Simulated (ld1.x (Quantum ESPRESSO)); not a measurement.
# Debugging a pseudopotential input (copper (Cu), ld1.x (Quantum ESPRESSO) 7.5)

Command:

```bash
ld1.x < Cu.in > Cu.out
```

Input:

```
&input
   title='Cu', zed=29., rel=1, dft='PBE', iswitch=3,
   config='[Ar] 3d10 4s1 4p0 4f-2',
   nld=4, rlderiv=1.55, eminld=-10.0, emaxld=5.0, deld=0.04
 /
 &inputp
   pseudotype=2, tm=.true., rho0=0.01, lloc=0,
   nlcc=.false.,
   file_pseudopw='Cu.UPF', file_wfcaegen='ae.wfc', file_wfcncgen='nc.wfc', file_beta='beta', file_chi='chi'
 /
4
3P  2  1   6.00   0.00  1.10  1.10  0.0
3D  3  2  10.00   0.00  1.40  1.40  0.0
4F  4  3  -2.00   0.10  1.15  1.15  0.0
3S  1  0   2.00   0.00  0.80  0.80  0.0
 &test
   configts(1)='3s2 3p6 3d10 4s1 4p0'
 /
```

This is an input that runs to its end, with one change: tm switched.

**Question.** How does the run end?

**Answer.** The program runs through. The occupied levels of the test differ from the all-electron ones by at most 0.00642 Ry (unchanged input: 0.00642 Ry).

```
     eps = 4.1E-15  iter = 24

     Etot =   -3309.701531 Ry,   -1654.850765 Ha,  -45030.783357 eV
     Etotps =  -385.656671 Ry,    -192.828336 Ha,   -5247.126322 eV

     Ekin =     209.357269 Ry,     104.678634 Ha,    2848.450755 eV
     Encl =    -838.114965 Ry,    -419.057482 Ha,  -11403.135015 eV
     Ehrt =     344.198376 Ry,     172.099188 Ha,    4683.057482 eV
     Ecxc =     -37.170360 Ry,     -18.585180 Ha,    -505.728518 eV
     Epseu=     -63.926991 Ry,     -31.963496 Ha,    -869.771025 eV

     ---------------------- End of pseudopotential test ----------------------
```
